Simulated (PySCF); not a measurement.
Rb(Cl) anion (ClRb), SMILES [Cl][Rb] (connectivity only; charge and spin as stated), charge -1, multiplicity 2. Geometry: PBE0-D3(BJ)/def2-TZVPD. The spin state was assumed, not searched. The def2 effective core potentials stand for the cores of Rb; spin–orbit coupling is left out.

Level of theory: PySCF with PBE0-D3(BJ)/def2-TZVPD.

Harmonic wavenumbers (cm⁻¹): 170. Rotational constants (GHz): 2.234 (linear); symmetry number 1.

Problem. Work out the zero-point energy and the ideal-gas rigid-rotor harmonic-oscillator thermochemistry at 298.15 K and 1 atm.

Solution. ZPE = ½ Σ hcν = ½ × 170 cm⁻¹ = 1.01 kJ/mol. H − E(el) = 11.29 kJ/mol. Entropy in J/(mol K): translation 168.55, rotation 74.25, vibration 10.21, spin 5.76, total 258.78. G − E(el) = -65.86 kJ/mol. Cp = 36.97 J/(mol K).
